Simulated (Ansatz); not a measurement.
```yaml
crystal:
  periodic: [false, false, false]
  atoms:
    - {symbol: C, position_ang: [2.852614, -1.384774, 0.505573]}
    - {symbol: C, position_ang: [1.641458, -2.058570, -0.292530]}
    - {symbol: In, position_ang: [-0.277342, -0.841549, -0.356985]}
    - {symbol: N, position_ang: [-1.777973, -1.608805, -1.653277]}
    - {symbol: C, position_ang: [-0.904450, 1.090043, 0.696316]}
    - {symbol: C, position_ang: [-2.357610, 1.559608, 0.227649]}
    - {symbol: C, position_ang: [0.180512, 2.250008, 0.500826]}
    - {symbol: H, position_ang: [3.165034, -0.381847, 0.042392]}
    - {symbol: H, position_ang: [2.580110, -1.175579, 1.601073]}
    - {symbol: H, position_ang: [3.786175, -2.056826, 0.513234]}
    - {symbol: H, position_ang: [1.369099, -3.076747, 0.165135]}
    - {symbol: H, position_ang: [1.936338, -2.271557, -1.382008]}
    - {symbol: H, position_ang: [-2.725132, -1.162645, -1.798449]}
    - {symbol: H, position_ang: [-1.680489, -2.479988, -2.243634]}
    - {symbol: H, position_ang: [-0.947939, 0.824173, 1.815308]}
    - {symbol: H, position_ang: [-2.382981, 1.801995, -0.895434]}
    - {symbol: H, position_ang: [-2.683555, 2.515529, 0.784175]}
    - {symbol: H, position_ang: [-3.157092, 0.759511, 0.422680]}
    - {symbol: H, position_ang: [1.217636, 1.949263, 0.890210]}
    - {symbol: H, position_ang: [-0.133688, 3.206742, 1.062477]}
    - {symbol: H, position_ang: [0.299285, 2.542026, -0.604706]}
basis:
  gaussian: {orbitals: def2-TZVPP, fitting: {mean_field: cc-pVTZ-jkfit}}
total_charge: -1
magnetization: {spin_polarized: true, initial_magnetization: 1}
hamiltonian: {xc: {name: LC-wPBE}}
output: {forces: true}
```

```sh
$ ansatz run in.yaml --threads 2 --pin off --events-out ev --progress --plain --max-ram 32768MiB --backend cuda --devices 0, --max-vram 18GiB
```

(1) How does Ansatz answer? (Best estimate.)

Results:

(1) Computed: The program refused the input.
```
Functional definition: LC-wPBE
Error: <dir> the basis set cc-pVTZ-JKFIT has no functions for In
```
